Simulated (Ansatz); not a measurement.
`[CH3][Nb](=[NH])([F])[Cl]` + NH₃ → `[NH]=[Nb]([NH2])([F])[Cl]` + CH₄ at 700 K and 1 bar (ligand exchange at the Nb–C bond).

Isolated molecules relaxed with PBE0-D4/def2-TZVP in Ansatz; ΔE leaves out vibrations. CCSD(T)/CBS adds triple-zeta CCSD(T) − MP2 to the extrapolated MP2 energy (def2 sets, frozen cores). This one scheme is used for every species. def2 core potentials past Kr. For Nb outer-core shells are correlated without core-valence functions, which leaves a few kJ/mol of doubt a bond. Each species was taken in one conformer, which may not be the lowest.

| species | CCSD(T)/CBS energy (Eh) | H − E (kJ/mol) | S (J/(mol·K)) |
| --- | --- | --- | --- |
| `[CH3][Nb](=[NH])([F])[Cl]` | -711.80026 | 216.5 | 487.9 |
| NH₃ | -56.50880 | 116.9 | 226.5 |
| `[NH]=[Nb]([NH2])([F])[Cl]` | -727.88871 | 187.5 | 469.0 |
| CH₄ | -40.46206 | 145.9 | 224.0 |

H − E and S are ideal-gas, rigid-rotor, harmonic terms from PBE0-D4/def2-TZVP, for one conformer and one mirror image of each species. 1 Eh = 2625.50 kJ/mol, R = 8.31446 J/(mol·K).

Q: By hand: ΔE, ΔH, ΔS and ΔG.

A: ΔE = (-727.88871) + (-40.46206) − (-711.80026) − (-56.50880) = -0.04171 Eh = -109.5 kJ/mol. Δ(H − E) = 187.5 + 145.9 − 216.5 − 116.9 = 0.0, so ΔH = -109.5 kJ/mol. ΔS = 469.0 + 224.0 − 487.9 − 226.5 = -21.4 J/(mol·K). ΔG = -109.5 − 700 × (-21.4)/1000 = -94.5 kJ/mol.

Q: By hand: the equilibrium constant, and the temperature at which ΔG would vanish if ΔH and ΔS stayed fixed.

A: log₁₀ K = −ΔG/(RT ln 10) = 7.1. ΔG = 0 at ΔH/ΔS = 5117 K, far beyond where these terms or the molecules hold.

ΔH outweighs TΔS. A doubt of 5 kJ/mol in ΔE shifts log₁₀ K by 0.4 here. Other conformers and mirror images would add mixing entropy, several J/(mol·K) or more a flexible species. These are equilibria of isolated gas molecules and say nothing of rates. Largest T1 diagnostic: 0.020 (customary marks: 0.02 for closed shells, 0.045 for open ones).
